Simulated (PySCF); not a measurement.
Electron correlation in Ni⁺ (nickel, charge +1)

[Ar] 3d8 4p1, one real determinant (an excited configuration). Computed with PySCF 2.14 in def2-TZVPPD, with no relativity, point nucleus. Frozen: [Ne]; 17 electrons correlated.

```csv
level,correlation energy (mhartree)
CCSD,-565.32
(T),-10.97
CCSD(T),-576.29
```

Diagnostics: T1 = 0.011, D1 = 0.0399, largest double amplitude 0.024.

Task: Is a single reference adequate?

Result: Yes: T1 lies below 0.03 and no double amplitude reaches 0.07.

The reference is one real determinant that mixes LS terms of this configuration.

This basis was not built for core-valence correlation, so the inner-shell part is incomplete.
